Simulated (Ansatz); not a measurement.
`CCSB(O)O` + `C[SiH2]O` → `C[SiH2]OB(O)O` + `CCS`  (ligand exchange at a B–S bond)

Computed with Ansatz on PBE0-D4/def2-TZVP structures; ΔE is electronic, products minus reactants. CBS: MP2 limit from def2 TZ/QZ plus the TZ coupled-cluster correction, frozen cores. This one scheme is used for every species. DFT in def2-TZVPP. B3LYP here is the variant with VWN-RPA as its local correlation; programs differ in this. Each species was taken in one conformer, which may not be the lowest.

| level | ΔE (kcal/mol) | difference from CCSD(T)/CBS |
| --- | --- | --- |
| PBE-D4 | -13.7 | 2.6 |
| r2SCAN-D4 | -15.7 | 0.6 |
| B3LYP-D4 | -17.2 | -0.9 |
| ωB97M-V | -16.8 | -0.5 |
| B2PLYP | -17.1 | -0.8 |
| PBE0 | -15.4 | 0.9 |
| B3LYP | -17.6 | -1.3 |
| HF/def2-TZVPP | -22.2 | -5.9 |
| MP2/def2-TZVPP | -15.5 | 0.8 |
| SCS-MP2/def2-TZVPP | -16.9 | -0.6 |
| CCSD/def2-TZVPP | -18.0 | -1.7 |
| HF/def2-QZVPP | -22.5 | -6.2 |
| SCS-MP2/def2-QZVPP | -16.7 | -0.4 |
| HF/CBS(def2) | -22.5 | -6.2 |
| MP2/CBS(def2) | -14.9 | 1.4 |
| CCSD/CBS(def2) | -17.4 | -1.1 |
| CCSD(T)/CBS | -16.3 | 0 |

Largest T1 diagnostic among the species: 0.012.

In def2-TZVPP, CCSD(T) changes the Hartree–Fock value by +5.3 kcal/mol (the triples alone add +1.1 kcal/mol) and MP2 by +6.7 kcal/mol. From PBE to PBE0 (25 % exact exchange), in def2-TZVPP and without D4, ΔE moves by −1.5 kcal/mol.
